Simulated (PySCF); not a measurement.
TeCl2, SMILES Cl[Te]Cl. The structure is a stationary point at PBE-D3(BJ)/def2-TZVP. The isomer is the one that the SMILES or the coordinates give; other isomers of the formula were not compared. The def2 effective core potentials stand for the cores of Te; spin–orbit coupling is left out.

Method: PySCF 2.14.0 with PBE-D3(BJ)/def2-TZVP.

Harmonic wavenumbers (cm⁻¹): 119, 351, 367. Rotational constants (GHz): 4.890, 2.198, 1.516; symmetry number 2.

Problem. Work out the zero-point energy and the ideal-gas rigid-rotor harmonic-oscillator thermochemistry at 298.15 K and 1 atm.

Solution. ZPE = ½ Σ hcν = ½ × 838 cm⁻¹ = 1.20 kcal/mol. H − E(el) = 4.45 kcal/mol. Entropy in cal/(mol K): translation 41.76, rotation 26.00, vibration 5.36, total 73.13. G − E(el) = -17.36 kcal/mol. Cp = 12.99 cal/(mol K). Modes under 150 cm⁻¹ make the vibrational entropy uncertain.
